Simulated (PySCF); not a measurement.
## Calculated data, BGeH$_{4}$, GeH$_{3}$N, ClGeH$_{2}$

Computed with PySCF 2.14.0. Calculation on a computer-drawn molecule: vertical ionisation energy to the stated ion spin, frozen-core CCSD(T) at the basis limit and cheaper methods, single-reference cases, UHF for radicals, no spin-orbit; all values are single points at the evaluated structure, the first of each entry, which is the reference or a displaced copy of it and isn't optimised; the reference structure only sets the zero of the energies above reference; triples share is (T) over the correlation energy; on germanium a core potential holds 10 electrons, which the energies leave out, and 3d is frozen in MP2 and coupled-cluster steps.

Common to all runs: multiplicity 1; ion multiplicity 2; diffuse functions no; basis and core potential on germanium cc-pVnZ-PP ECP10MDF; reference is the Hartree-Fock double-zeta minimum; best is HF at quadruple zeta + MP2 correlation extrapolated from triple and quadruple zeta + CCSD(T) minus MP2 at triple zeta; basis step is the size of the change from the same recipe one zeta lower.

```json
{"entry": 1, "formula": "BGeH4", "evaluated_structure": {"atoms_angstrom": [["B", 1.6407, 1.0801, -0.1194], ["Ge", 1.6639, 0.9515, -2.2365], ["H", 1.7471, 0.0456, 0.5122], ["H", 1.3323, 2.532, 0.4951], ["H", 2.9893, 1.0995, -2.9566], ["H", 0.485, 0.6507, -3.0432]]}, "reference_structure": {"atoms_angstrom": [["B", 1.5879, 1.0631, -0.124], ["Ge", 1.6869, 0.9339, -2.2042], ["H", 1.7307, 0.0561, 0.4899], ["H", 1.3937, 2.1374, 0.3447], ["H", 2.9794, 1.0887, -2.9845], ["H", 0.4731, 0.6763, -3.0781]]}, "given": {"charge": 1, "basis": "cc-pVnZ", "drawn_bonds_atom": [1, 1, 1, 2, 2], "drawn_bonds_other_atom": [2, 3, 4, 5, 6], "drawn_bonds_order": [1, 1, 1, 1, 1]}, "results": {"ionisation_energy_best [eV]": 16.87, "ionisation_energy_basis_step [eV]": 0.02325, "energy_above_reference_best [kcal/mol]": 29.43, "energy_above_reference_basis_step [kcal/mol]": 0.1503, "triple_zeta_method": ["HF", "PBE", "r2SCAN", "B3LYP", "wB97X", "MP2", "CCSD", "CCSD(T)"], "triple_zeta_ionisation_energy [eV]": [15.69, 16.56, 16.59, 16.69, 16.73, 16.71, 16.75, 16.79], "triple_zeta_energy_above_reference [kcal/mol]": [32.52, 26.99, 28.91, 29.58, 30.19, 30.97, 29.64, 29.17], "ionisation_energy_Koopmans_at_triple_zeta [eV]": 16.86, "ionisation_energy_EOM_CCSD_at_triple_zeta [eV]": 16.84, "total_energy_HF_triple_zeta [hartree]": -320.0402, "total_energy_CCSD(T)_triple_zeta [hartree]": -320.2753, "total_energy_best [hartree]": -320.3000, "T1_diagnostic_at_triple_zeta": 0.01311, "D1_diagnostic_at_triple_zeta": 0.02933, "ion_T1_diagnostic_at_triple_zeta": 0.03771, "ion_D1_diagnostic_at_triple_zeta": 0.143, "ion_spin_squared_at_triple_zeta": 0.7874, "triples_share_at_triple_zeta": 0.02815, "basis_functions_triple_zeta": 125}}
{"entry": 2, "formula": "BGeH4", "evaluated_structure": {"atoms_angstrom": [["B", 1.5693, 1.0702, -0.1053], ["Ge", 1.6864, 0.9379, -2.2043], ["H", 1.7461, 0.0569, 0.5046], ["H", 1.369, 2.1414, 0.3433], ["H", 2.9899, 1.102, -3.0069], ["H", 0.4728, 0.6579, -3.0604]]}, "reference_structure": {"atoms_angstrom": [["B", 1.5879, 1.0631, -0.124], ["Ge", 1.6869, 0.9339, -2.2042], ["H", 1.7307, 0.0561, 0.4899], ["H", 1.3937, 2.1374, 0.3447], ["H", 2.9794, 1.0887, -2.9845], ["H", 0.4731, 0.6763, -3.0781]]}, "given": {"charge": 1, "basis": "cc-pVnZ", "drawn_bonds_atom": [1, 1, 1, 2, 2], "drawn_bonds_other_atom": [2, 3, 4, 5, 6], "drawn_bonds_order": [1, 1, 1, 1, 1]}, "results": {"ionisation_energy_best [eV]": 17.57, "ionisation_energy_basis_step [eV]": 0.02803, "energy_above_reference_best [kcal/mol]": 0.2778, "energy_above_reference_basis_step [kcal/mol]": 0.01107, "triple_zeta_method": ["HF", "PBE", "r2SCAN", "B3LYP", "wB97X", "MP2", "CCSD", "CCSD(T)"], "triple_zeta_ionisation_energy [eV]": [16.67, 17.2, 17.31, 17.39, 17.41, 17.46, 17.46, 17.48], "triple_zeta_energy_above_reference [kcal/mol]": [0.2719, 0.2876, 0.4692, 0.3004, 0.4146, 0.3267, 0.2595, 0.2478], "ionisation_energy_Koopmans_at_triple_zeta [eV]": 17.64, "ionisation_energy_EOM_CCSD_at_triple_zeta [eV]": 17.53, "total_energy_HF_triple_zeta [hartree]": -320.0916, "total_energy_CCSD(T)_triple_zeta [hartree]": -320.3214, "total_energy_best [hartree]": -320.3465, "T1_diagnostic_at_triple_zeta": 0.01117, "D1_diagnostic_at_triple_zeta": 0.01945, "ion_T1_diagnostic_at_triple_zeta": 0.01652, "ion_D1_diagnostic_at_triple_zeta": 0.04223, "ion_spin_squared_at_triple_zeta": 0.7688, "triples_share_at_triple_zeta": 0.02557, "basis_functions_triple_zeta": 125}}
{"entry": 3, "formula": "BGeH4", "evaluated_structure": {"atoms_angstrom": [["B", 1.5815, 1.0678, -0.1284], ["Ge", 1.6798, 0.9353, -2.2131], ["H", 1.7279, 0.0534, 0.488], ["H", 1.3888, 2.1328, 0.3316], ["H", 2.9817, 1.0925, -2.9786], ["H", 0.5631, 0.687, -3.0101]]}, "reference_structure": {"atoms_angstrom": [["B", 1.5879, 1.0631, -0.124], ["Ge", 1.6869, 0.9339, -2.2042], ["H", 1.7307, 0.0561, 0.4899], ["H", 1.3937, 2.1374, 0.3447], ["H", 2.9794, 1.0887, -2.9845], ["H", 0.4731, 0.6763, -3.0781]]}, "given": {"charge": 1, "basis": "cc-pVnZ", "drawn_bonds_atom": [1, 1, 1, 2, 2], "drawn_bonds_other_atom": [2, 3, 4, 5, 6], "drawn_bonds_order": [1, 1, 1, 1, 1]}, "results": {"ionisation_energy_best [eV]": 17.67, "ionisation_energy_basis_step [eV]": 0.02771, "energy_above_reference_best [kcal/mol]": 4.524, "energy_above_reference_basis_step [kcal/mol]": 0.03844, "triple_zeta_method": ["HF", "PBE", "r2SCAN", "B3LYP", "wB97X", "MP2", "CCSD", "CCSD(T)"], "triple_zeta_ionisation_energy [eV]": [16.76, 17.3, 17.4, 17.49, 17.51, 17.55, 17.55, 17.57], "triple_zeta_energy_above_reference [kcal/mol]": [3.88, 4.983, 4.054, 4.418, 4.051, 4.19, 4.487, 4.58], "ionisation_energy_Koopmans_at_triple_zeta [eV]": 17.74, "ionisation_energy_EOM_CCSD_at_triple_zeta [eV]": 17.62, "total_energy_HF_triple_zeta [hartree]": -320.0858, "total_energy_CCSD(T)_triple_zeta [hartree]": -320.3145, "total_energy_best [hartree]": -320.3397, "T1_diagnostic_at_triple_zeta": 0.01083, "D1_diagnostic_at_triple_zeta": 0.0201, "ion_T1_diagnostic_at_triple_zeta": 0.0161, "ion_D1_diagnostic_at_triple_zeta": 0.04236, "ion_spin_squared_at_triple_zeta": 0.7677, "triples_share_at_triple_zeta": 0.02497, "basis_functions_triple_zeta": 125}}
{"entry": 4, "formula": "GeH3N", "evaluated_structure": {"atoms_angstrom": [["N", 0.2854, -0.3998, -1.241], ["Ge", 2.0329, -0.8443, -1.3882], ["H", -0.2031, -0.3945, -0.3715], ["H", -0.3063, -0.1332, -2.0155], ["H", 2.1028, -0.6302, -2.9717]]}, "reference_structure": {"atoms_angstrom": [["N", 0.287, -0.4006, -1.2527], ["Ge", 2.0396, -0.8374, -1.3842], ["H", -0.1958, -0.3974, -0.374], ["H", -0.3141, -0.139, -2.011], ["H", 2.097, -0.6332, -2.9605]]}, "given": {"charge": 0, "basis": "cc-pVnZ", "drawn_bonds_atom": [1, 1, 1, 2], "drawn_bonds_other_atom": [2, 3, 4, 5], "drawn_bonds_order": [1, 1, 1, 1]}, "results": {"ionisation_energy_best [eV]": 9.0, "ionisation_energy_basis_step [eV]": 0.04803, "energy_above_reference_best [kcal/mol]": 0.1172, "energy_above_reference_basis_step [kcal/mol]": 0.007713, "triple_zeta_method": ["HF", "PBE", "r2SCAN", "B3LYP", "wB97X", "MP2", "CCSD", "CCSD(T)"], "triple_zeta_ionisation_energy [eV]": [8.058, 8.831, 8.859, 9.019, 9.091, 8.785, 8.871, 8.873], "triple_zeta_energy_above_reference [kcal/mol]": [0.115, 0.08217, 0.1382, 0.1108, 0.1181, 0.1384, 0.1049, 0.1055], "ionisation_energy_Koopmans_at_triple_zeta [eV]": 8.95, "ionisation_energy_EOM_CCSD_at_triple_zeta [eV]": 8.98, "total_energy_HF_triple_zeta [hartree]": -349.6050, "total_energy_CCSD(T)_triple_zeta [hartree]": -349.9618, "total_energy_best [hartree]": -350.0062, "T1_diagnostic_at_triple_zeta": 0.01689, "D1_diagnostic_at_triple_zeta": 0.04833, "ion_T1_diagnostic_at_triple_zeta": 0.02411, "ion_D1_diagnostic_at_triple_zeta": 0.07506, "ion_spin_squared_at_triple_zeta": 0.7841, "triples_share_at_triple_zeta": 0.03775, "basis_functions_triple_zeta": 111, "dipole_magnitude_HF_at_triple_zeta [debye]": 1.405, "dipole_magnitude_CCSD_unrelaxed_at_triple_zeta [debye]": 1.616, "dipole_magnitude_PBE_at_triple_zeta [debye]": 1.776, "dipole_magnitude_r2SCAN_at_triple_zeta [debye]": 1.772, "dipole_magnitude_B3LYP_at_triple_zeta [debye]": 1.618, "dipole_magnitude_wB97X_at_triple_zeta [debye]": 1.576}}
{"entry": 5, "formula": "BGeH4", "evaluated_structure": {"atoms_angstrom": [["B", 1.4978, 1.0272, -0.1182], ["Ge", 1.6565, 0.9781, -2.174], ["H", 1.6812, 0.0684, 0.5073], ["H", 1.5392, 2.1671, 0.2174], ["H", 2.9527, 1.1413, -2.9165], ["H", 0.4315, 0.6639, -3.1244]]}, "reference_structure": {"atoms_angstrom": [["B", 1.5879, 1.0631, -0.124], ["Ge", 1.6869, 0.9339, -2.2042], ["H", 1.7307, 0.0561, 0.4899], ["H", 1.3937, 2.1374, 0.3447], ["H", 2.9794, 1.0887, -2.9845], ["H", 0.4731, 0.6763, -3.0781]]}, "given": {"charge": 1, "basis": "cc-pVnZ", "drawn_bonds_atom": [1, 1, 1, 2, 2], "drawn_bonds_other_atom": [2, 3, 4, 5, 6], "drawn_bonds_order": [1, 1, 1, 1, 1]}, "results": {"ionisation_energy_best [eV]": 17.51, "ionisation_energy_basis_step [eV]": 0.02658, "energy_above_reference_best [kcal/mol]": 2.984, "energy_above_reference_basis_step [kcal/mol]": 0.04414, "triple_zeta_method": ["HF", "PBE", "r2SCAN", "B3LYP", "wB97X", "MP2", "CCSD", "CCSD(T)"], "triple_zeta_ionisation_energy [eV]": [16.61, 17.14, 17.24, 17.33, 17.36, 17.41, 17.4, 17.42], "triple_zeta_energy_above_reference [kcal/mol]": [3.7, 2.652, 2.871, 2.852, 3.096, 3.214, 3.142, 3.083], "ionisation_energy_Koopmans_at_triple_zeta [eV]": 17.59, "ionisation_energy_EOM_CCSD_at_triple_zeta [eV]": 17.47, "total_energy_HF_triple_zeta [hartree]": -320.0861, "total_energy_CCSD(T)_triple_zeta [hartree]": -320.3169, "total_energy_best [hartree]": -320.3422, "T1_diagnostic_at_triple_zeta": 0.01153, "D1_diagnostic_at_triple_zeta": 0.02073, "ion_T1_diagnostic_at_triple_zeta": 0.01729, "ion_D1_diagnostic_at_triple_zeta": 0.03962, "ion_spin_squared_at_triple_zeta": 0.7746, "triples_share_at_triple_zeta": 0.02579, "basis_functions_triple_zeta": 125}}
{"entry": 6, "formula": "ClGeH2", "evaluated_structure": {"atoms_angstrom": [["Cl", -0.5393, 3.0475, -2.9204], ["Ge", 0.0799, 2.1035, -1.1942], ["H", 1.5345, 1.5753, -1.2824], ["H", -0.8868, 2.1042, -0.0825]]}, "reference_structure": {"atoms_angstrom": [["Cl", -0.5377, 3.0401, -2.9161], ["Ge", 0.1282, 2.1249, -1.2034], ["H", 1.5297, 1.5735, -1.228], ["H", -0.8322, 2.0701, -0.0443]]}, "given": {"charge": 1, "basis": "cc-pV(n+d)Z", "drawn_bonds_atom": [1, 2, 2], "drawn_bonds_other_atom": [2, 3, 4], "drawn_bonds_order": [1, 1, 1]}, "results": {"ionisation_energy_best [eV]": 18.23, "ionisation_energy_basis_step [eV]": 0.06705, "energy_above_reference_best [kcal/mol]": 0.9059, "energy_above_reference_basis_step [kcal/mol]": 0.0218, "triple_zeta_method": ["HF", "PBE", "r2SCAN", "B3LYP", "wB97X", "MP2", "CCSD", "CCSD(T)"], "triple_zeta_ionisation_energy [eV]": [16.95, 17.83, 17.95, 18.0, 18.08, 18.2, 17.98, 18.05], "triple_zeta_energy_above_reference [kcal/mol]": [1.195, 0.637, 0.8255, 0.7773, 0.9808, 0.9988, 0.9622, 0.9143], "ionisation_energy_Koopmans_at_triple_zeta [eV]": 18.62, "ionisation_energy_EOM_CCSD_at_triple_zeta [eV]": 18.08, "total_energy_HF_triple_zeta [hartree]": -753.8068, "total_energy_CCSD(T)_triple_zeta [hartree]": -754.1327, "total_energy_best [hartree]": -754.1823, "T1_diagnostic_at_triple_zeta": 0.01416, "D1_diagnostic_at_triple_zeta": 0.04158, "ion_T1_diagnostic_at_triple_zeta": 0.02711, "ion_D1_diagnostic_at_triple_zeta": 0.1156, "ion_spin_squared_at_triple_zeta": 0.7623, "triples_share_at_triple_zeta": 0.03845, "basis_functions_triple_zeta": 106}}
{"entry": 7, "formula": "ClGeH2", "evaluated_structure": {"atoms_angstrom": [["Cl", -0.5543, 3.0686, -2.949], ["Ge", 0.1344, 2.1014, -1.1746], ["H", 1.5591, 1.5978, -1.2535], ["H", -0.8635, 2.0477, -0.0409]]}, "reference_structure": {"atoms_angstrom": [["Cl", -0.5377, 3.0401, -2.9161], ["Ge", 0.1282, 2.1249, -1.2034], ["H", 1.5297, 1.5735, -1.228], ["H", -0.8322, 2.0701, -0.0443]]}, "given": {"charge": 1, "basis": "cc-pV(n+d)Z", "drawn_bonds_atom": [1, 2, 2], "drawn_bonds_other_atom": [2, 3, 4], "drawn_bonds_order": [1, 1, 1]}, "results": {"ionisation_energy_best [eV]": 18.03, "ionisation_energy_basis_step [eV]": 0.06449, "energy_above_reference_best [kcal/mol]": 1.726, "energy_above_reference_basis_step [kcal/mol]": 0.1953, "triple_zeta_method": ["HF", "PBE", "r2SCAN", "B3LYP", "wB97X", "MP2", "CCSD", "CCSD(T)"], "triple_zeta_ionisation_energy [eV]": [16.69, 17.72, 17.81, 17.85, 17.88, 17.97, 17.76, 17.85], "triple_zeta_energy_above_reference [kcal/mol]": [2.423, 1.017, 1.959, 1.287, 2.411, 2.003, 1.823, 1.623], "ionisation_energy_Koopmans_at_triple_zeta [eV]": 18.48, "ionisation_energy_EOM_CCSD_at_triple_zeta [eV]": 17.89, "total_energy_HF_triple_zeta [hartree]": -753.8049, "total_energy_CCSD(T)_triple_zeta [hartree]": -754.1316, "total_energy_best [hartree]": -754.1810, "T1_diagnostic_at_triple_zeta": 0.01537, "D1_diagnostic_at_triple_zeta": 0.0459, "ion_T1_diagnostic_at_triple_zeta": 0.02197, "ion_D1_diagnostic_at_triple_zeta": 0.08902, "ion_spin_squared_at_triple_zeta": 0.7618, "triples_share_at_triple_zeta": 0.03909, "basis_functions_triple_zeta": 106}}
{"entry": 8, "formula": "ClGeH2", "evaluated_structure": {"atoms_angstrom": [["Cl", -0.4841, 3.0306, -2.971], ["Ge", 0.3118, 2.0933, -1.2032], ["H", 1.4914, 1.5284, -1.3166], ["H", -0.7524, 2.0125, -0.1156]]}, "reference_structure": {"atoms_angstrom": [["Cl", -0.5377, 3.0401, -2.9161], ["Ge", 0.1282, 2.1249, -1.2034], ["H", 1.5297, 1.5735, -1.228], ["H", -0.8322, 2.0701, -0.0443]]}, "given": {"charge": 1, "basis": "cc-pV(n+d)Z", "drawn_bonds_atom": [1, 2, 2], "drawn_bonds_other_atom": [2, 3, 4], "drawn_bonds_order": [1, 1, 1]}, "results": {"ionisation_energy_best [eV]": 17.99, "ionisation_energy_basis_step [eV]": 0.06451, "energy_above_reference_best [kcal/mol]": 15.46, "energy_above_reference_basis_step [kcal/mol]": 0.2882, "triple_zeta_method": ["HF", "PBE", "r2SCAN", "B3LYP", "wB97X", "MP2", "CCSD", "CCSD(T)"], "triple_zeta_ionisation_energy [eV]": [16.62, 17.75, 17.82, 17.85, 17.85, 17.91, 17.72, 17.81], "triple_zeta_energy_above_reference [kcal/mol]": [15.46, 14.96, 14.71, 14.52, 15.49, 15.4, 15.55, 15.43], "ionisation_energy_Koopmans_at_triple_zeta [eV]": 18.44, "ionisation_energy_EOM_CCSD_at_triple_zeta [eV]": 17.85, "total_energy_HF_triple_zeta [hartree]": -753.7841, "total_energy_CCSD(T)_triple_zeta [hartree]": -754.1096, "total_energy_best [hartree]": -754.1591, "T1_diagnostic_at_triple_zeta": 0.01591, "D1_diagnostic_at_triple_zeta": 0.04873, "ion_T1_diagnostic_at_triple_zeta": 0.01858, "ion_D1_diagnostic_at_triple_zeta": 0.07106, "ion_spin_squared_at_triple_zeta": 0.7616, "triples_share_at_triple_zeta": 0.03886, "basis_functions_triple_zeta": 106}}
```
